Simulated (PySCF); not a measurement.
## Computed properties of methoxycyclobutane (C₅H₁₀O), SMILES COC1CCC1

methoxycyclobutane (C5H10O), SMILES O(C1CCC1)C. Geometry optimised at B3LYP-D3(BJ)/def2-SVP. The values are those of a single conformer. All values are computed for the isolated molecule unless a solvent is named; none is compared with measurement here.

**Structure.** All 42 harmonic modes at B3LYP-D3(BJ)/def2-SVP (PySCF) are real, so it is a minimum. With heavy atoms numbered as in [CH3:1][O:2][CH:3]1[CH2:4][CH2:5][CH2:6]1, the shortest bond between them is O2–C3 at 1.398 Å and the longest C3–C4 at 1.554 Å.

**Vibrations.** The strongest infrared lines (harmonic, unscaled, degenerate partners summed) lie at 2967 cm⁻¹ (88 km/mol, H 94 %), 1390 cm⁻¹ (60 km/mol, H 74 %, C 25 %), 1178 cm⁻¹ (56 km/mol, H 53 %, C 32 %, O 15 %). The softest mode is at 106 cm⁻¹ and the zero-point energy is 89.7 kcal/mol.

**Electronic structure.** ωB97X/def2-TZVP (PySCF) places the frontier levels at -9.63 and 3.28 eV, a gap of 12.91 eV, and gives a dipole moment of 1.15 D and a mean polarisability of 63.0 bohr³. PBE/def2-TZVP (PySCF) at the same geometry gives -5.68 and 0.47 eV, so its gap is 6.76 eV narrower. An orbital gap is neither the optical nor the fundamental gap.

**Excitations.** TDA-M06-2X/def2-SVPD (PySCF) has S1 at 7.34 eV (169 nm, f = 0.017, weak); the most intense of the 6 singlets computed lies at 8.52 eV (f = 0.05). T1 (TDA) is at 7.27 eV, 0.07 eV under S1. TDA-PBE/def2-SVPD (PySCF) puts S1 at 5.92 eV. No vertical singlet excitation falls in the visible range (under 3.1 eV).

**NMR.** GIAO shifts at PBE0/pcSseg-1 (PySCF) (non-relativistic, atoms alike by connectivity averaged): ¹³C from 16.3 to 77.9 ppm against TMS; ¹H from 1.8 to 3.8 ppm against TMS.

**Solvation.** SMD-ωB97X/6-31G* (PySCF) gives -1.1 kcal/mol in water, -3.4 kcal/mol in N,N-dimethylformamide, -4.1 kcal/mol in chlorobenzene (1 M in both phases, gas-phase geometry); of these solvents chlorobenzene holds the molecule best.
